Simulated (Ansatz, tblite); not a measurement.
Cost and result up the ladder for the cluster Li3Sn2 (the lowest doublet isomer of a short search) (5 atoms). Total charge 0; doublet. Geometry: PBE0-D4/def2-TZVP.

Cartesian coordinates in Å:
```
Li 0.7699 1.2100 1.0783
Li 1.1336 -1.2104 -0.6802
Li -1.0524 -1.4724 1.7976
Sn -1.3435 0.0734 -0.3604
Sn 0.4923 1.3994 -1.8354
```

Ansatz on 4 threads of Arm Neoverse V2 on a shared host; xTB runs through tblite on one thread. Times are rough, summed over both states, and most runs start from the orbitals of an earlier one. RPA@PBE/def2-TZVP serves as the yardstick here, not as an exact answer. The other state is a quartet at its own geometry.

In the def2 sets Sn takes a core potential; there is no spin–orbit coupling. The xTB rows come from tblite. B3LYP takes the VWN-RPA correlation. Correlated methods freeze 8 core orbitals; core or outer-core shells of Li, Sn are correlated, in sets that lack core-valence functions. The structure comes from a short search, and lower isomers may exist.

Run but left out: HF/STO-3G, HF/def2-TZVP, B2PLYP/def2-TZVP, MP2/def2-TZVP, CCSD/def2-TZVP, CCSD(T)/def2-TZVP (doublet: ⟨S²⟩ 0.95 to 1.81, where a pure state has 0.75).

Correlated methods converge slowly with the basis.

xTB has no spin-polarisation term.

| level | functions | wall time |
| --- | --- | --- |
| GFN1-xTB | 30 | 0.007 s |
| GFN2-xTB | 30 | 0.01 s |
| PBE-D4/def2-TZVP (with forces) | 142 | 5.7 s |
| BLYP-D4/def2-TZVP | 142 | 6 s |
| B3LYP-D4/def2-TZVP | 142 | 7.2 s |
| PBE0-D4/def2-TZVP | 142 | 9.2 s |
| RPA@PBE/def2-TZVP | 142 | 11 s |
| r2SCAN-D4/def2-TZVP | 142 | 21 s |
| B97M-V/def2-TZVP | 142 | 23 s |
| r2SCANh-D4/def2-TZVP | 142 | 24 s |

(1) Estimate what each level gives for the quartet − doublet (eV).

Answers

(1) 
```tsv
level	quartet − doublet (eV)	difference from RPA@PBE/def2-TZVP (eV)	remarks
GFN1-xTB	1.71	0.72	–
GFN2-xTB	1.88	0.89	–
PBE-D4/def2-TZVP (with forces)	0.93	-0.06	–
BLYP-D4/def2-TZVP	0.95	-0.03	–
B3LYP-D4/def2-TZVP	0.89	-0.10	–
PBE0-D4/def2-TZVP	0.83	-0.16	–
RPA@PBE/def2-TZVP	0.99	0.00	–
r2SCAN-D4/def2-TZVP	0.79	-0.20	spin-contaminated (⟨S²⟩ 0.85) (doublet)
B97M-V/def2-TZVP	0.89	-0.09	–
r2SCANh-D4/def2-TZVP	0.77	-0.22	spin-contaminated (⟨S²⟩ 0.90) (doublet)
```
